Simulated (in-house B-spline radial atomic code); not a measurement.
Results of a calculation; reference values are marked as such.
## Making a Troullier-Martins s channel for Mg, r_c = 0.41 bohr

Mg, [Ne] 3s2, non-relativistic PBE, spherical and spin-unpolarised, from a B-spline radial code for spherical atoms (atomic units). The all-electron 2s level is ε = -2.923481 hartree, its outermost node lies just inside 0.19 bohr and its outer maximum at 0.55 bohr.

Inside r_c the pseudo-orbital is u(r) = r^1 exp(p(r)), with p = c0 + c2 r² + c4 r⁴ + … + c12 r¹². The seven coefficients follow from p and its first four derivatives at r_c, from zero curvature of the screened potential at the origin, c4 = −c2²/(2l + 5), and from the norm inside r_c. At r_c the all-electron orbital has P = 1.103974, P' = 2.150325, the screened potential V = -12.26356, V' = 51.0744, V'' = -293.7642, and the norm inside is Q = 0.1504984.

Problem. What are p, p' and p'' at r_c?

Solution. p = ln(P/r_c^1) = ln(1.103974/0.41) = 0.99051. p' = P'/P − 1/r_c = 1.94780 − 2.43902 = -0.49122. The radial equation gives p'' = 2(V − ε) − 2(1) p'/r_c − p'² = -18.68016 − (-2.39619) − 0.24130 = -16.52526. Differentiating, p''' = 2V' + 2(1)p'/r_c² − 2(1)p''/r_c − 2p'p'' = 160.68, and p'''' = 2V'' − 4(1)p'/r_c³ + 4(1)p''/r_c² − 2(1)p'''/r_c − 2p''² − 2p'p''' = -2124.4.

For a trial c2 the five matching conditions are linear in c0, c6, c8, c10 and c12, and c2 is varied until the norm inside r_c equals Q. The root nearest zero gives:

```tsv
n	c_n
0	0.7812363
2	0.7275963
4	-0.1058793
6	484.5031
8	-5997.369
10	25555.12
12	-37795.68
```

Problem. Check c4 and p(r_c), and find the screened pseudopotential at the origin.

Solution. −c2²/5 = -0.105879, as listed. The terms c_n r_c^n are 0.78124, 0.12231, -0.00299, 2.30144, -4.78885, 3.43018, -0.85280, which sum to 0.99051. Inverting the radial equation, V_l(r) = ε + 1 p'/r + (p'' + p'²)/2, so V_l(0) = ε + (2l + 3) c2 = -2.923481 + 3 × (0.727596) = -0.7407 hartree, finite where the all-electron potential diverges.

Orbitals and screened potentials:

```tsv
r (bohr)	P	u	V all-electron	V pseudo
0.041	-0.4949	0.08966	-263.4	-0.7129
0.102	-0.4767	0.2246	-90.82	0.1379
0.164	-0.1096	0.3677	-49.04	3.185
0.226	0.3106	0.5288	-31.09	5.972
0.287	0.6648	0.7203	-21.72	1.854
0.348	0.9283	0.9317	-16.1	-9.356
0.41	1.104	1.104	-12.26	-12.26
```

Logarithmic derivatives P'/P at R = 0.71 bohr, for energies E around ε:

```
E − ε (hartree)  all-electron     pseudo
           -0.5     -0.531411  -0.531642
          -0.25     -0.740129   -0.74019
           -0.1     -0.870817  -0.870825
              0     -0.960369  -0.960366
            0.1      -1.05195   -1.05196
           0.25      -1.19333    -1.1934
            0.5      -1.44037   -1.44069
```

Problem. With P(R) = 1.13272 and a norm of 0.5809312 inside R, what slope in energy does norm conservation fix?

Solution. d(P'/P)/dE = −2 × (norm inside R)/P(R)² = -0.9055 per hartree·bohr at E = ε, for both atoms, since orbital and norm agree at R. Differences over ±0.1 hartree give -0.9057 (all-electron) and -0.9057 (pseudo), which also hold third-order terms. Half a hartree below ε the two curves differ by -0.0002.
